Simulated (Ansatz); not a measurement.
The multiplicity is imposed and other spin states were not computed.

These are r2SCAN-D4/def2-SVP run with Ansatz (a first-principles code) values and carry that method's errors. No frequencies were computed at this level.

Ansatz 0.2 input:
```yaml
crystal:
  periodic: [false, false, false]
  atoms:
    - { symbol: Cd, position_ang: [0.708836, -0.648605, -0.587995] }
    - { symbol: C, position_ang: [1.459156, 0.332377, 1.232418] }
    - { symbol: H, position_ang: [1.142488, 1.372406, 1.139402] }
    - { symbol: H, position_ang: [2.530302, 0.28845, 1.396585] }
    - { symbol: H, position_ang: [0.940464, -0.130766, 2.072475] }
    - { symbol: N, position_ang: [-1.292674, -0.484028, -1.304252] }
    - { symbol: C, position_ang: [-2.100568, -1.673349, -1.126531] }
    - { symbol: C, position_ang: [-1.471919, 0.032041, -2.645812] }
    - { symbol: H, position_ang: [-3.167069, -1.412397, -1.192214] }
    - { symbol: H, position_ang: [-1.911666, -2.449346, -1.892057] }
    - { symbol: H, position_ang: [-1.916842, -2.098267, -0.131869] }
    - { symbol: H, position_ang: [-1.266487, -0.715925, -3.433885] }
    - { symbol: H, position_ang: [-2.512498, 0.362308, -2.780964] }
    - { symbol: H, position_ang: [-0.81906, 0.899062, -2.796161] }
basis:
  gaussian: { orbitals: def2-svp }
hamiltonian:
  xc: r2scan
  dispersion: d4
relax:
  max_steps: 150
```

Output:

```
Functional definition: r2SCAN
1476 factors; their error is unknown
mean field evaluation 1: about -9286.8491 eV, gradient 8.3e1 eV
mean field evaluation 2: about -9207.0441 eV, gradient 1.8e2 eV
mean field evaluation 4: about -9304.1873 eV, gradient 2.3e1 eV
mean field evaluation 8: about -9305.5521 eV, gradient 1.0e-1 eV
mean field evaluation 16: about -9305.4946 eV, gradient 3.7e-4 eV
mean field -9305.49463221 eV, -341.9706202428 hartree, gradient 8.5e-6 eV, S^2 0.000000; 0 other end points of the search recorded, 0 dependent functions left out
reference -9305.49464673 eV, -341.9706207766 hartree; 27, 27 occupied and 105, 105 virtual orbitals, 1476 factors
relax step   1: F+E_penalty+E_count = -9305.56415236 eV  Δ(F+E_penalty+E_count) = +0.000e0 eV  max|allowed force component| = 8.964e-1 eV/Å  Δτ_max = 0.0000 Å  (31 SCF iters, accepted)
these checks for a lower state are left out or cut short: starts, cluster_reference, orbital_swaps, neighbouring_geometries, increment
1476 factors; their error is unknown
mean field -9305.79030687 eV, -341.9814860863 hartree, gradient 3.3e-5 eV, S^2 0.000000; 0 other end points of the search recorded, 0 dependent functions left out
reference -9305.79032150 eV, -341.9814866239 hartree; 27, 27 occupied and 105, 105 virtual orbitals, 1476 factors
relax step   2: F+E_penalty+E_count = -9305.85924349 eV  Δ(F+E_penalty+E_count) = -2.951e-1 eV  max|allowed force component| = 7.945e-1 eV/Å  Δτ_max = 0.1924 Å  (30 SCF iters, accepted)
these checks for a lower state are left out or cut short: starts, cluster_reference, orbital_swaps, neighbouring_geometries, increment
1476 factors; their error is unknown
mean field evaluation 32: about -9305.9517 eV, gradient 1.2e-5 eV
mean field -9305.95168531 eV, -341.9874166345 hartree, gradient 2.4e-5 eV, S^2 0.000000; 0 other end points of the search recorded, 0 dependent functions left out
reference -9305.95169986 eV, -341.9874171692 hartree; 27, 27 occupied and 105, 105 virtual orbitals, 1476 factors
relax step   3: F+E_penalty+E_count = -9306.02066391 eV  Δ(F+E_penalty+E_count) = -1.614e-1 eV  max|allowed force component| = 6.423e-1 eV/Å  Δτ_max = 0.1946 Å  (31 SCF iters, accepted)
these checks for a lower state are left out or cut short: starts, cluster_reference, orbital_swaps, neighbouring_geometries, increment
1476 factors; their error is unknown
mean field -9306.09781846 eV, -341.9927869287 hartree, gradient 1.4e-5 eV, S^2 0.000000; 0 other end points of the search recorded, 0 dependent functions left out
reference -9306.09783313 eV, -341.9927874680 hartree; 27, 27 occupied and 105, 105 virtual orbitals, 1476 factors
relax step   4: F+E_penalty+E_count = -9306.16595001 eV  Δ(F+E_penalty+E_count) = -1.453e-1 eV  max|allowed force component| = 4.115e-1 eV/Å  Δτ_max = 0.1969 Å  (31 SCF iters, accepted)
these checks for a lower state are left out or cut short: starts, cluster_reference, orbital_swaps, neighbouring_geometries, increment
1476 factors; their error is unknown
mean field -9306.18121126 eV, -341.9958515576 hartree, gradient 8.9e-6 eV, S^2 0.000000; 0 other end points of the search recorded, 0 dependent functions left out
reference -9306.18122584 eV, -341.9958520933 hartree; 27, 27 occupied and 105, 105 virtual orbitals, 1476 factors
relax step   5: F+E_penalty+E_count = -9306.24896999 eV  Δ(F+E_penalty+E_count) = -8.302e-2 eV  max|allowed force component| = 2.184e-1 eV/Å  Δτ_max = 0.2000 Å  (31 SCF iters, accepted)
these checks for a lower state are left out or cut short: starts, cluster_reference, orbital_swaps, neighbouring_geometries, increment
1476 factors; their error is unknown
mean field -9306.20567003 eV, -341.9967504010 hartree, gradient 1.3e-5 eV, S^2 0.000000; 0 other end points of the search recorded, 0 dependent functions left out
reference -9306.20568465 eV, -341.9967509380 hartree; 27, 27 occupied and 105, 105 virtual orbitals, 1476 factors
relax step   6: F+E_penalty+E_count = -9306.27335203 eV  Δ(F+E_penalty+E_count) = -2.438e-2 eV  max|allowed force component| = 7.614e-2 eV/Å  Δτ_max = 0.1468 Å  (30 SCF iters, accepted)
these checks for a lower state are left out or cut short: starts, cluster_reference, orbital_swaps, neighbouring_geometries, increment
1476 factors; their error is unknown
mean field -9306.20841316 eV, -341.9968512090 hartree, gradient 2.5e-5 eV, S^2 0.000000; 0 other end points of the search recorded, 0 dependent functions left out
reference -9306.20842780 eV, -341.9968517470 hartree; 27, 27 occupied and 105, 105 virtual orbitals, 1476 factors
relax step   7: F+E_penalty+E_count = -9306.27607313 eV  Δ(F+E_penalty+E_count) = -2.721e-3 eV  max|allowed force component| = 2.180e-2 eV/Å  Δτ_max = 0.0364 Å  (31 SCF iters, accepted)
these checks for a lower state are left out or cut short: starts, cluster_reference, orbital_swaps, neighbouring_geometries, increment
1476 factors; their error is unknown
mean field evaluation 64: about -9306.2085 eV, gradient 3.0e-1 eV
mean field -9306.20864502 eV, -341.9968597297 hartree, gradient 2.5e-5 eV, S^2 0.000000; 0 other end points of the search recorded, 0 dependent functions left out
reference -9306.20865967 eV, -341.9968602679 hartree; 27, 27 occupied and 105, 105 virtual orbitals, 1476 factors
relax step   8: F+E_penalty+E_count = -9306.27628281 eV  Δ(F+E_penalty+E_count) = -2.097e-4 eV  max|allowed force component| = 8.221e-3 eV/Å  Δτ_max = 0.0144 Å  (32 SCF iters, accepted)
1476 factors; their error is unknown
mean field -9306.20864502 eV, -341.9968597297 hartree, gradient 2.9e-5 eV, S^2 0.000000; 1 other end points of the search recorded, 0 dependent functions left out
reference -9306.20865967 eV, -341.9968602679 hartree; 27, 27 occupied and 105, 105 virtual orbitals, 1476 factors
Total energy: -9306.27629746 eV, -341.9993459109 hartree
Atom 0 at     0.108180    -0.124130    -0.075664 Å, force     0.002908     0.000592     0.003623 eV/Å
Atom 1 at     1.547268     0.433092     1.335296 Å, force     0.000184    -0.001127    -0.000480 eV/Å
Atom 2 at     1.551782     1.525173     1.471400 Å, force    -0.001420     0.002929    -0.001826 eV/Å
Atom 3 at     2.550670     0.112952     1.017324 Å, force    -0.000097    -0.000530    -0.002876 eV/Å
Atom 4 at     1.323486    -0.034773     2.306354 Å, force    -0.000645    -0.000854     0.001492 eV/Å
Atom 5 at    -1.317528    -0.629933    -1.399919 Å, force    -0.008221    -0.003493    -0.006226 eV/Å
Atom 6 at    -2.179704    -1.769948    -1.234129 Å, force     0.000781    -0.002473     0.003911 eV/Å
Atom 7 at    -1.455067    -0.019232    -2.695352 Å, force     0.004156     0.002991    -0.000749 eV/Å
Atom 8 at    -3.254409    -1.501850    -1.352698 Å, force     0.000036     0.001358    -0.001624 eV/Å
Atom 9 at    -1.979955    -2.579551    -1.974614 Å, force     0.000157     0.001897    -0.001419 eV/Å
Atom 10 at    -2.071623    -2.217446    -0.231520 Å, force    -0.000186    -0.001696     0.002277 eV/Å
Atom 11 at    -1.207717    -0.712722    -3.532954 Å, force    -0.000042    -0.000959     0.001292 eV/Å
Atom 12 at    -2.495383     0.332098    -2.883267 Å, force    -0.000149    -0.001158     0.001836 eV/Å
Atom 13 at    -0.797538     0.860229    -2.801117 Å, force     0.002538     0.002524     0.000769 eV/Å
Dipole moment:     0.131659     0.032962     0.105775 e Å
```

Cost: roughly 70 core-seconds.
